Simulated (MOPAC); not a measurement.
Input for MOPAC: PM6 on FGeH3O (SMILES [OH][GeH2][F]), a point of a bond scan (R = 1.832 Å).

```
PM6 1SCF PRECISE CHARGE=0 THREADS=1
FGeH3O

Ge    -0.22747459 1    -0.25087345 1     0.02663045 1
O      1.45573431 1    -0.40020062 1    -0.50453156 1
F     -0.54577123 1     1.44651198 1     0.30987347 1
H     -1.25623226 1    -0.78544437 1    -1.39184207 1
H     -0.46978155 1    -0.93226496 1     1.38080844 1
H      2.09980761 1    -0.16043852 1     0.16983856 1
```

Program output:

```
*******************************************************************************
 **                                                                           **
 **                              MOPAC v23.2.5                                **
 **                                                                           **
 *******************************************************************************
 ** MOPAC's Digital Object Identifier: https://doi.org/10.5281/zenodo.6511958 **
 **                                                                           **
 ** Please cite the open-source release paper for use of this MOPAC version:  **
 ** J. E. Moussa and J. J. P. Stewart (2026)                                  **
 ** MOPAC: An open-source semiempirical molecular orbital program             **
 ** J. Open Source Softw., 11(119), 8025, https://doi.org/10.21105/joss.08025 **
 *******************************************************************************

                              PM6 CALCULATION RESULTS

 *******************************************************************************
 *  PM6        - The PM6 Hamiltonian to be used
 *
 *
 *
 *                 CHARGE ON SYSTEM = 0
 *
 *
 *
 *  PRECISE    - TIGHTER CRITERIA TO BE USED
 *  1SCF       - DO 1 SCF AND THEN STOP
 *  THREADS=1  - MULTI-THREADING NOT USED
 *  T=         - A TIME OF 172800.0 SECONDS REQUESTED
 *  DUMP=N     - RESTART FILE WRITTEN EVERY 7200.0 SECONDS REQUESTED
 *******************************************************************************
PM6 1SCF PRECISE CHARGE=0 THREADS=1
 FGeH3O

   ATOM   CHEMICAL          X               Y               Z
  NUMBER   SYMBOL      (ANGSTROMS)     (ANGSTROMS)     (ANGSTROMS)

     1      Ge         -0.22747459  *  -0.25087345  *   0.02663045  *
     2       O          1.45573431  *  -0.40020062  *  -0.50453156  *
     3       F         -0.54577123  *   1.44651198  *   0.30987347  *
     4       H         -1.25623226  *  -0.78544437  *  -1.39184207  *
     5       H         -0.46978155  *  -0.93226496  *   1.38080844  *
     6       H          2.09980761  *  -0.16043852  *   0.16983856  *



          CARTESIAN COORDINATES

    NO.       ATOM           X           Y           Z

     1        Ge         -0.2275     -0.2509      0.0266
     2         O          1.4557     -0.4002     -0.5045
     3         F         -0.5458      1.4465      0.3099
     4         H         -1.2562     -0.7854     -1.3918
     5         H         -0.4698     -0.9323      1.3808
     6         H          2.0998     -0.1604      0.1698

 General Reference for PM6:
 "Optimization of Parameters for Semiempirical Methods V: Modification of NDDO Approximations
 and Application to 70 Elements", J. J. P. Stewart, J. Mol. Mod., 13, 1173-1213 (2007)
 URL: https://link.springer.com/article/10.1007/s00894-007-0233-4

           Empirical Formula: H3 O Ge F  =     6 atoms



      MOLECULAR POINT GROUP   :   C1


      RHF CALCULATION, NO. OF DOUBLY OCCUPIED LEVELS = 10


 -------------------------------------------------------------------------------
 PM6 1SCF PRECISE CHARGE=0 THREADS=1
 FGeH3O



     1SCF WAS SPECIFIED, SO BFGS WAS NOT USED
     SCF FIELD WAS ACHIEVED


                              PM6 CALCULATION
                                                       MOPAC v23.2.5 Linux




          FINAL HEAT OF FORMATION =        -93.15869 KCAL/MOL =    -389.77595 KJ/MOL


          COSMO AREA              =         94.89 SQUARE ANGSTROMS
          COSMO VOLUME            =         80.44 CUBIC ANGSTROMS

          IONIZATION POTENTIAL    =         10.923988 EV
          HOMO LUMO ENERGIES (EV) =        -10.924  0.510
          NO. OF FILLED LEVELS    =         10
          MOLECULAR WEIGHT        =        110.6115         POINT GROUP:  C1

          MOLECULAR DIMENSIONS (Angstroms)

            Atom       Atom       Distance
            H     6    H     4     3.75400
            F     3    H     5     2.60720
            O     2    H     5     2.22056


          SCF CALCULATIONS        =          1





   ATOM   CHEMICAL          X               Y               Z
  NUMBER   SYMBOL      (ANGSTROMS)     (ANGSTROMS)     (ANGSTROMS)

     1      Ge         -0.22747459  *  -0.25087345  *   0.02663045  *
     2       O          1.45573431  *  -0.40020062  *  -0.50453156  *
     3       F         -0.54577123  *   1.44651198  *   0.30987347  *
     4       H         -1.25623226  *  -0.78544437  *  -1.39184207  *
     5       H         -0.46978155  *  -0.93226496  *   1.38080844  *
     6       H          2.09980761  *  -0.16043852  *   0.16983856  *

                             CARTESIAN COORDINATES

   1   Ge       -0.227474590    -0.250873450     0.026630450
   2    O        1.455734310    -0.400200620    -0.504531560
   3    F       -0.545771230     1.446511980     0.309873470
   4    H       -1.256232260    -0.785444370    -1.391842070
   5    H       -0.469781550    -0.932264960     1.380808440
   6    H        2.099807610    -0.160438520     0.169838560


           Empirical Formula: H3 O Ge F  =     6 atoms



      MOLECULAR POINT GROUP   :   C1


                  EIGENVALUES
 -38.26411 -28.54934 -19.12742 -16.84756 -14.83837 -14.58601 -13.65944 -12.59572
 -11.66310 -10.92399   0.50950   0.85072   1.29687   2.47043   5.40688


              NET ATOMIC CHARGES AND DIPOLE CONTRIBUTIONS

  ATOM NO.   TYPE          CHARGE      No. of ELECS.   s-Pop       p-Pop
    1         Ge           0.790827        3.2092     1.19790     2.01127
    2          O          -0.715169        6.7152     1.75189     4.96328
    3          F          -0.479526        7.4795     1.96455     5.51498
    4          H           0.067652        0.9323     0.93235
    5          H           0.004905        0.9951     0.99509
    6          H           0.331311        0.6687     0.66869
 DIPOLE           X         Y         Z       TOTAL
 POINT-CHG.    -1.685    -3.442     0.971     3.954
 HYBRID         0.788     0.678     0.295     1.081
 SUM           -0.897    -2.764     1.267     3.170


          ATOMIC ORBITAL ELECTRON POPULATIONS

     Atom    s        px        py        pz
    1 Ge   1.19790   0.59552   0.54619   0.86956
    2  O   1.75189   1.43050   1.89161   1.64118
    3  F   1.96455   1.95676   1.58771   1.97051
    4  H   0.93235
    5  H   0.99509
    6  H   0.66869

 **********************
 *                    *
 * JOB ENDED NORMALLY *
 *                    *
 **********************




 == MOPAC DONE ==
```

The run finished.

Cost: around 0.020 core-seconds (rough).
